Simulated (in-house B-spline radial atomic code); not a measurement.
Ge+: [Ar] 3d10 4s2 4p1

Method: Dirac-Kohn-Sham wB97X, spherical fractional occupations, exact exchange averaged over the configuration, Fermi nucleus of rms radius 4.0742 fm. Calculated with a B-spline radial code for spherical atoms.

Screening seen three ways: the hydrogenic charge with the same mean radius, Z_r = [3n² - l(l+1)]/(2<r>), the one with the same energy, Z_e = n√(-2ε), and Slater's rules. Values are occupation-weighted means over j.

| shell | electrons | ε (eV) | <r> (bohr) | Z_r | Z_e | Slater |
| --- | --- | --- | --- | --- | --- | --- |
| 1s | 2 | -11008 | 0.04699 | 31.92 | 28.44 | 31.70 |
| 2s | 2 | -1397.8 | 0.2096 | 28.62 | 20.27 | 27.85 |
| 2p | 6 | -1222.4 | 0.1836 | 27.23 | 18.96 | 27.85 |
| 3s | 2 | -186.77 | 0.6235 | 21.65 | 11.12 | 20.75 |
| 3p | 6 | -132.77 | 0.647 | 19.32 | 9.37 | 20.75 |
| 3d | 10 | -44.356 | 0.7323 | 14.34 | 5.42 | 10.85 |
| 4s | 2 | -23.56 | 2.043 | 11.75 | 5.26 | 6.00 |
| 4p | 1 | -14.953 | 2.542 | 9.05 | 4.19 | 6.00 |

The least bound orbital is 4p3/2 at -14.87 eV, and it is also the most diffuse (<r> = 2.553 bohr).

Spin-orbit splittings of the orbital energies (j = l + 1/2 above j = l - 1/2 when positive): 2p 31.93 eV, 3p 4.32 eV, 3d 0.5982 eV, 4p 0.2417 eV.

For the 1s electron the small component carries 1.34 % of the norm, the zero-frequency Breit interaction raises the level by 16.19 eV, self-energy by 8.396 eV, and vacuum polarisation lowers it by 0.8097 eV.
